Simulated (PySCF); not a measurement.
Ligands exchanged one at a time, Al SH-H. All species are isolated molecules in the gas phase. One relaxed conformer stands for each flexible species; it need not be the lowest. Strings in code marks are SMILES.

Level of theory: TPSSh-D3(BJ)/def2-TZVP in PySCF 2.14.0. Excitations are Tamm–Dancoff values on a coarser integration grid. The basis has no diffuse functions, so Rydberg states are missing or too high.

```tsv
species	S1 oscillator strength	HOMO (eV)	S1–T1 gap (TDA) (eV)
0 of 3 SH replaced by H (`[Al]([SH])([SH])[SH]`)	(withheld)	-7.09	0.32
1 of 3 SH replaced by H (`[SH][AlH][SH]` (H–S–Al–S torsion 0°, S–Al–S–H torsion 0°))	(withheld)	-7.07	0.74
2 of 3 SH replaced by H (`[AlH2][SH]`)	0.081	-7.21	0.91
3 of 3 SH replaced by H (`[AlH3]`)	–	-8.05	–
```

Problem. Complete the blanks.

Solution. 
- 0 of 3 SH replaced by H (`[Al]([SH])([SH])[SH]`), S1 oscillator strength: 0.000
- 1 of 3 SH replaced by H (`[SH][AlH][SH]` (H–S–Al–S torsion 0°, S–Al–S–H torsion 0°)), S1 oscillator strength: 0.068
